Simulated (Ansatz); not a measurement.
`C[SiH2][SiH2]F` + `BS` → `BS[SiH2]C` + `F[SiH3]` at 400 K and 1 bar (cleavage of the Si–Si bond).

Program: Ansatz. Geometries: PBE0-D4/def2-TZVP. ΔE: electronic, gas phase. CBS: MP2 limit from def2 TZ/QZ plus the TZ coupled-cluster correction, frozen cores. This one scheme is used for every species. One conformer a species, not always the lowest.

```tsv
species	CCSD(T)/CBS energy (Eh)	H − E (kJ/mol)	S (J/(mol·K))
`C[SiH2][SiH2]F`	-720.27653	227.3	386.6
`BS`	-424.38198	95.9	260.4
`BS[SiH2]C`	-753.95937	235.1	380.8
`F[SiH3]`	-390.72345	88.0	253.8
```

H − E and S are ideal-gas, rigid-rotor, harmonic terms from PBE0-D4/def2-TZVP, for one conformer and one mirror image of each species. 1 Eh = 2625.50 kJ/mol, R = 8.31446 J/(mol·K).

Q: By hand: ΔE, ΔH, ΔS and ΔG.

A: ΔE = (-753.95937) + (-390.72345) − (-720.27653) − (-424.38198) = -0.02431 Eh = -63.8 kJ/mol. Δ(H − E) = 235.1 + 88.0 − 227.3 − 95.9 = -0.1, so ΔH = -63.9 kJ/mol. ΔS = 380.8 + 253.8 − 386.6 − 260.4 = -12.4 J/(mol·K). ΔG = -63.9 − 400 × (-12.4)/1000 = -58.9 kJ/mol.

Q: By hand: the equilibrium constant, and the temperature at which ΔG would vanish if ΔH and ΔS stayed fixed.

A: log₁₀ K = −ΔG/(RT ln 10) = 7.7. ΔG = 0 at ΔH/ΔS = 5153 K, far beyond where these terms or the molecules hold.

The number of gas molecules stays the same, so ΔS is small and ΔH decides. A doubt of 5 kJ/mol in ΔE shifts log₁₀ K by 0.7 here. Other conformers and mirror images would add mixing entropy, several J/(mol·K) or more a flexible species. Modes under 60 cm⁻¹, often nearly free rotors, make the harmonic entropy too high. These are equilibria of isolated gas molecules and say nothing of rates. Largest T1 diagnostic: 0.015 (customary marks: 0.02 for closed shells, 0.045 for open ones).
